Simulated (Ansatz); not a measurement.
Born–Oppenheimer molecular dynamics of ClH$_{6}$MgNO$_{2}$ (11 atoms, charge 0, multiplicity 1). It starts at the highest image of a converged band, a first-order saddle point between two minima.

Theory: Ansatz, RKS BHLYP-D4/def2-SVP.

- ensemble: NVE (velocity Verlet)
- time step: 0.5 fs
- steps asked: 200
- starting velocities drawn for: 100 K
- seed: 8792

First frame:

```xyz
11
Properties=species:S:1:pos:R:3
Mg -0.579 -1.121 -0.769
O 0.257 -1.212 0.969
Cl -1.409 -2.858 -1.870
H 0.361 1.134 0.083
N -0.355 0.869 -1.039
H 0.654 -0.196 1.198
O 0.951 1.055 1.069
H 0.567 -1.905 1.543
H 0.174 1.168 -1.851
H -1.197 1.434 -1.063
H 0.575 1.631 1.730
```

Task: What does the run give?

Result: All steps were run.

```json
{
 "steps done": "200",
 "time covered": "100 fs",
 "mean temperature over the second half": "79 K",
 "spread of the potential energy over the second half": "2.6 meV per atom",
 "mean potential energy of the second half above the start": "2.3 meV per atom"
}
```

The conserved energy stayed within 0.092 meV per atom of its start (net change 0.029 meV per atom), so the integration is sound. A run of 0.1 ps of so small a system gives no equilibrium averages. The orbitals stay closed-shell, which can raise the energy where a bond breaks towards radicals; this wasn't checked here.

Task: What happens to the structure?

Result: Between its relaxed ends the band would form O2–H6, H4–O7 and break H4–N5, H6–O7. These pairs go: O2–H6 1.11 → 1.02 Å, H4–O7 1.15 → 1.01 Å, H4–N5 1.36 → 1.73 Å, H6–O7 1.29 → 1.55 Å. In the last frame they stand as after the step (other bonds may differ from the relaxed reactants and products). It ends as ClH4MgNO + H2O. Pairs count as bonded within 1.25 times the sum of covalent radii (0.12 Å more for H–H). This is one draw of velocities; another would differ in detail.

Task: How do temperature and energy run in time?

Result: 
```
time (fs)  T (K)  potential energy less start (eV)  conserved less start (meV/atom)
        0    100                             0.000                             0.00
        3     75                             0.029                             0.04
        6     47                             0.062                             0.09
        9     66                             0.040                             0.02
       12     64                             0.042                             0.01
       15     34                             0.077                             0.07
       18     38                             0.072                             0.07
       21     67                             0.038                             0.02
       24     71                             0.034                             0.04
       27     63                             0.044                             0.09
       30     84                             0.019                             0.05
       33    109                            -0.011                             0.01
       36    108                            -0.008                             0.05
       39    107                            -0.007                             0.08
       42    126                            -0.031                             0.01
       45    119                            -0.023                             0.01
       48     95                             0.007                             0.08
       51     98                             0.002                             0.06
       54    100                             0.001                             0.01
       57     71                             0.035                             0.05
       60     52                             0.057                             0.09
       63     57                             0.051                             0.05
       66     55                             0.053                             0.02
       69     43                             0.067                             0.06
       72     46                             0.064                             0.08
       75     64                             0.043                             0.02
       78     69                             0.037                             0.01
       81     70                             0.036                             0.07
       84     86                             0.017                             0.06
       87    101                            -0.001                             0.02
       90    102                            -0.001                             0.05
       93    102                            -0.002                             0.08
       96    110                            -0.012                             0.05
       99    124                            -0.028                             0.02
```

The run took 7.2 min on 2 threads of Intel(R) Xeon(R) Platinum 8488C (Sapphire Rapids), on a shared host, peak memory 0.27 GiB.
